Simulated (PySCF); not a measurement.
**The first ionisation energy along the 5p block**

All values are computed (PySCF 2.14, energy differences of UHF-based or UKS calculations, no spin-orbit coupling). Values in eV. The last column holds reference values (NIST; (s) semi-empirical, (t) theoretical, else measured). Unmarked ones compare directly (S terms, centres of terms, or small fine structure); those marked * lie between the lowest fine-structure levels and include a spin-orbit shift.

```csv
element,configurations,UHF,LDA,PBE,MP2 (valence),MP2 (valence and next inner shell),CCSD (valence),reference
"In (x2c-TZVPPall, spin-free X2C)",[Kr] 4d10 5s2 5p1 → [Kr] 4d10 5s2,5.205,5.710,5.582,5.378,5.443,5.433,5.603
"Sn (x2c-TZVPPall, spin-free X2C)",[Kr] 4d10 5s2 5p2 → [Kr] 4d10 5s2 5p1,6.859,7.420,7.255,7.143,7.254,7.176,7.389
"Sb (x2c-TZVPPall, spin-free X2C)",[Kr] 4d10 5s2 5p3 → [Kr] 4d10 5s2 5p2,8.577,9.114,8.936,8.969,9.108,8.956,9.124
"Te (x2c-TZVPPall, spin-free X2C)",[Kr] 4d10 5s2 5p4 → [Kr] 4d10 5s2 5p3,7.751,9.025,8.733,8.336,8.408,8.455,8.749
"I (x2c-TZVPPall, spin-free X2C)",[Kr] 4d10 5s2 5p5 → [Kr] 4d10 5s2 5p4,9.587,10.835,10.526,10.268,10.380,n/a,10.519
"Xe (x2c-TZVPPall, spin-free X2C)",[Xe] → [Kr] 4d10 5s2 5p5,11.543,12.694,12.384,12.302,12.432,12.225,12.565
```

```tsv
method	elements	mean error (eV)	mean absolute error (eV)	largest error (eV)
UHF	6	-0.738	0.738	-1.023
LDA	6	0.141	0.145	0.316
PBE	6	-0.089	0.091	-0.188
MP2 (valence)	6	-0.259	0.259	-0.412
MP2 (valence and next inner shell)	6	-0.154	0.154	-0.341
CCSD (valence)	5	-0.237	0.237	-0.341
```

Errors include the incompleteness of the basis and the frozen core.

"Valence" correlates the outer s and p shells and, in groups 3 to 12 and the f block, the outer d or f shell, open or full, or the next shell where the ion has no valence electron left; the wider scheme adds the next inner shell.
